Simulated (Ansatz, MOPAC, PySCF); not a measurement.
Pair of molecules: H2O (SMILES O) (first 3 atoms) with CHN (SMILES C#N); geometry from B3LYP-D3(BJ)/def2-TZVP, rigid monomers moved along the line of their centres of mass till O1···H6 is 1.81 Å.
(charge 0, multiplicity 1):
```xyz
6

O     -0.08341    -0.07771    -0.10327
H      0.70905    -0.23245    -0.62767
H     -0.82821    -0.23088    -0.69383
C     -0.20892    -0.25020     2.77388
N     -0.25786    -0.33697     3.91662
H     -0.16287    -0.17197     1.70053
```

Counterpoise-corrected where a basis set is named; no monomer relaxation. Rows marked so take none.

Correlated levels freeze the cores. CBS: X⁻³ extrapolation of the correlation energy, Hartree–Fock from the larger set. Rows in 3-21G, 6-31G* carry no dispersion term and start afresh at each structure (6-31G* with six Cartesian d functions). The state that PM3, PM7 reach isn't checked; PM7 holds dispersion and hydrogen-bond terms.

Codes used: Ansatz (Gaussian orbitals); MOPAC for PM3, PM7 (differences of heats of formation); PySCF for 3-21G rows, 6-31G* rows, the dispersion terms. 

```tsv
level	interaction energy (kcal/mol)
PM3	-4.16
PM7	-2.43
HF/3-21G (no counterpoise)	-12.49
B3LYP/6-31G* (no counterpoise)	-6.82
B3LYP-D3(BJ)/def2-TZVPPD	-4.61
B3LYP-D4/def2-TZVPPD	-4.50
MP2/CBS(aug-cc-pVDZ, aug-cc-pVTZ)	-4.20
SCS-MP2/aug-cc-pVDZ	?
CCSD(T)/CBS(aug-cc-pVDZ, aug-cc-pVTZ)	-4.23
```

**Question.** Some entries are withheld; supply them.

**Answer.** 
- SCS-MP2/aug-cc-pVDZ, interaction energy (kcal/mol): -2.71

Ansatz is a program for electronic structure.
